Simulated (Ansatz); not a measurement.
`F[SiH]I` radical, one more setting.

```yaml
crystal:
  periodic: [false, false, false]
  atoms:
    - {symbol: F, position_ang: [-1.198250, -0.144148, 1.022689]}
    - {symbol: Si, position_ang: [-0.331774, -0.252668, -0.316253]}
    - {symbol: I, position_ang: [1.980105, -0.748145, 0.248773]}
    - {symbol: H, position_ang: [-0.394581, 1.084661, -0.975609]}
basis:
  gaussian: {orbitals: STO-3G, final_grid: {core_spheres: 8, valence_spheres: 7, degree: 23}, nuclear_model: gaussian}
magnetization: {spin_polarized: true, initial_magnetization: 1}
hamiltonian: {xc: {name: HF}}
correlation: {active_space: {window: {electrons: 40, orbitals: 30}}}
output: {forces: true}
```

```sh
$ ansatz run in.yaml --threads 2 --pin off --events-out ev --progress --plain --max-ram 20480MiB --backend cpu
```

Shortened log:

```
Error: invalid value for `correlation.active_space`: it starts from restricted Hartree–Fock orbitals; set hamiltonian.xc: hf without magnetization.spin_polarized
```
